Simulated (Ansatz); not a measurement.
Ansatz (an electronic-structure program) input (RPA@PBE/def2-TZVPP):

Ansatz 0.2 input:
```yaml
crystal:
  periodic: [false, false, false]
  atoms:
    - {symbol: Lu, position_ang: [-0.03571797, 0.06494287, 0.15330214]}
    - {symbol: F, position_ang: [-1.52786790, -1.18719848, -0.35040668]}
    - {symbol: F, position_ang: [0.09492039, 1.59234282, -1.14979992]}
    - {symbol: F, position_ang: [1.71472258, -0.91747144, 0.29082303]}
basis:
  gaussian:
    orbitals: def2-TZVPP
hamiltonian:
  xc: pbe
total_charge: -1
magnetization: {spin_polarized: true, initial_magnetization: 1}
correlation: {method: rpa, electrons: outside_noble_gas}
```

End of the output:

```
integrals: 0.42 GiB planned
1396 factors; integrals over basis functions are off by at most 1.2e-3 eV
mean field: 0.89 GiB planned
mean field evaluation 1: about -41803.3249 eV, gradient 2.8e1 eV
mean field evaluation 2: about -41803.2971 eV, gradient 2.8e1 eV
mean field evaluation 4: about -41803.9196 eV, gradient 5.6e0 eV
mean field evaluation 8: about -41803.9636 eV, gradient 3.7e-2 eV
mean field evaluation 16: about -41803.9633 eV, gradient 9.4e-5 eV
mean field -41803.96330548 eV, -1536.2673157324 hartree, gradient 9.6e-6 eV, S^2 0.750500; 0 other end points of the search recorded, 0 dependent functions left out
23 core orbitals not correlated, not the lowest: weight in the atoms' cores, before any rotation towards them, 0.443 or more for the frozen orbitals, at most 0.414 for the correlated occupied ones
reference -41663.19248085 eV, -1531.0940833449 hartree; 13, 12 occupied and 162, 163 virtual orbitals, 1396 factors
Total energy: -41697.06627683 eV, -1532.3389223869 hartree
```

The spin state was set by rule; other spins were not relaxed.
